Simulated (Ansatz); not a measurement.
InH2(CH2SiH3) (CH₇InSi). The state is a triplet with charge 0. Geometry B3LYP-D4/def2-SVP, that of the neutral singlet; atoms count from 1.

```xyz
10

In    0.3050    1.0040    1.6336
H     1.9585    1.2971    2.0908
H    -0.9764    0.9785    2.8110
C    -0.1752    0.6517   -0.4775
Si   -0.1315   -1.1573   -0.9784
H    -1.1833    1.0574   -0.6653
H     0.5484    1.2175   -1.0877
H     1.2263   -1.7357   -0.7343
H    -1.1100   -1.9482   -0.1693
H    -0.4617   -1.3650   -2.4228
```

In the def2 sets In takes a core potential; there is no spin–orbit coupling. At PBE0-D4/def2-TZVP a singlet of charge 0 lies 4.21 eV below the triplet at the same geometry.

Question: Estimate the Mulliken populations from the PBE0/def2-TZVP orbitals of Ansatz.

Answer: 
| atom | charge (e) | spin (α − β) |
| --- | --- | --- |
| In1 | -0.06 | 1.15 |
| H2 | -0.04 | 0.06 |
| H3 | -0.04 | 0.06 |
| C4 | -0.38 | 0.63 |
| Si5 | 0.11 | 0.04 |
| H6 | 0.19 | -0.01 |
| H7 | 0.19 | -0.01 |
| H8 | 0.01 | 0.00 |
| H9 | 0.01 | 0.00 |
| H10 | 0.01 | 0.09 |
Mulliken values depend strongly on the basis.

Question: Where does the spin sit?

Answer: Summed by element: In 1.15, H 0.18, C 0.63, Si 0.04, of 2 unpaired in all. Largest on single atoms: In1 1.15, C4 0.63, H10 0.09.

Question: And the Mayer bond orders between heavy atoms (over 0.3)?

Answer: In1–C4 0.52 (2.19 Å); C4–Si5 1.00 (1.88 Å).
